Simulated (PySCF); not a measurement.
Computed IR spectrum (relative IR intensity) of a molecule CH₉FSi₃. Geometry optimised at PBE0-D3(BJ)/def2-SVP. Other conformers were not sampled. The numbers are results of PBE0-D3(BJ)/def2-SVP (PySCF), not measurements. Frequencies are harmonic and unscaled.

ν (cm⁻¹): 186 (w), 222 (w), 372 (vw), 417 (vw), 512 (w), 530 (w), 537 (w), 703 (w), 776 (m), 787 (vs), 858 (vs), 860 (s), 891 (w), 927 (m), 931 (m), 936 (m), 1260 (w), 1428 (w), 2210 (m), 2214 (m), 2223 (vs), 2232 (vw), 2234 (s) (against the strongest line: vs over 80 %, s over 45 %, m over 15 %, w over 4 %, vw less)

Task: Which molecule gave these data?
A. C[SiH2][SiH2][SiH2]F
B. C[SiH2][Si@H](F)[SiH3]
C. C[Si](F)([SiH3])[SiH3]
D. F[C@H]([SiH3])[SiH2][SiH3]

Result: C, C[Si](F)([SiH3])[SiH3]
